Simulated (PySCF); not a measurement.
CdO: mean field, correlation and small terms against distance

State: ³Π, triplet, unpaired electrons σ ↑, π ↑. ROHF-based CCSD(T) in PySCF 2.14 with Cd aug-cc-pVDZ-PP with ECP28, O aug-cc-pVDZ and Cd aug-cc-pVTZ-PP with ECP28, O aug-cc-pVTZ (frozen core orbitals: 5; scalar-relativistic core potentials). Correlation energies are extrapolated as n⁻³ (n = 2, 3), Hartree–Fock as (n+1)·exp(−9√n). All energies in eV from Cd + O.

| R (Å) | HF/CBS | CCSD corr. | (T) | total |
| --- | --- | --- | --- | --- |
| 1.8501 | 0.473 | -0.849 | -0.0851 | -0.461 |
| 1.9342 | 0.170 | -0.820 | -0.0877 | -0.737 |
| 2.0183 | 0.050 | -0.811 | -0.0935 | -0.855 |
| 2.1024 | 0.055 | -0.820 | -0.1022 | -0.867 |
| 2.1865 | 0.143 | -0.843 | -0.1133 | -0.814 |
| 2.2916 | 0.327 | -0.892 | -0.1302 | -0.696 |
| 2.3967 | 0.558 | -0.966 | -0.1495 | -0.558 |

A fit to the total gives Re = 2.0718 Å, De = 0.872 eV, ωe = 462.1 cm⁻¹, Be = 0.2800 cm⁻¹ (masses 113.9034 and 15.9949 u).

Problem. At R = 2.1024 Å the CCSD correlation energy is -0.518823 hartree in the smaller basis and -0.635199 in the larger. Extrapolate it.

Solution. (3³·E3 − 2³·E2)/(3³ − 2³) = -0.68420 hartree; the larger basis holds 92.8 % of it.

The T1 diagnostic is 0.041, large enough to doubt a single reference. The state was picked by a PBE0 search and need not be the measured ground state. Spin–orbit coupling, excitations beyond (T) and corrections to the Born–Oppenheimer picture are left out.
